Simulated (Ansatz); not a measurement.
Energy needed to pull apart C₂H₄Ge (SMILES [CH]1=[CH][GeH2]1), singlet, into free ground-state atoms, from the structure below (displaced at random from a GFN2-xTB minimum); no zero-point or spin–orbit terms; open-shell atoms are treated unrestricted, in their ground-state multiplicity.

C1  (-0.745, -0.509, -0.195)
C2  (0.054, 0.101, -1.044)
Ge3  (0.664, 0.378, 0.692)
H4  (-1.621, -1.189, -0.465)
H5  (0.303, 0.129, -2.095)
H6  (0.150, 1.513, 1.542)
H7  (1.514, -0.517, 1.568)
(Å)

Program: Ansatz 0.2.0. Basis: def2-TZVPP. Cores are frozen in the correlated methods. Filled d shells of the heavier atoms are correlated. The def2 sets are not built for correlating such inner shells, so the correlated values are less sure here.

```tsv
method	atomization energy (eV)
PBE-D4	25.27
revPBE-D4	24.61
r2SCAN-D4	24.86
PBE0-D4	24.81
BHLYP-D4	23.82
wB97M-V	24.65
HF	17.37
MP2	?
CCSD	?
CCSD(T)	24.20
```

**Question.** What does CCSD give? (Judge from chemistry; the value comes from the calculation.)

**Answer.** By the calculation: 23.72 eV, which is about 0.48 eV less than CCSD(T)/def2-TZVPP.

**Question.** What does MP2 give? (To be estimated.)

**Answer.** By the calculation: 24.51 eV, which is about 0.31 eV more than CCSD(T)/def2-TZVPP.

In triple zeta the MP2 and coupled-cluster atomization energies are still short of their basis limit by a few kcal/mol a bond, whereas those of the functionals are nearly converged, so these differences are not deviations from converged CCSD(T).

T1 diagnostic: at most 0.014.

For scale, one of the runs: CCSD(T)/def2-TZVPP forces, 166 basis functions (an equivalent command: `ansatz run in.yaml --threads 4`). Time: 92 s of wall clock on 4 CPU threads; the host was shared. Peak host memory: 2.5 GiB.
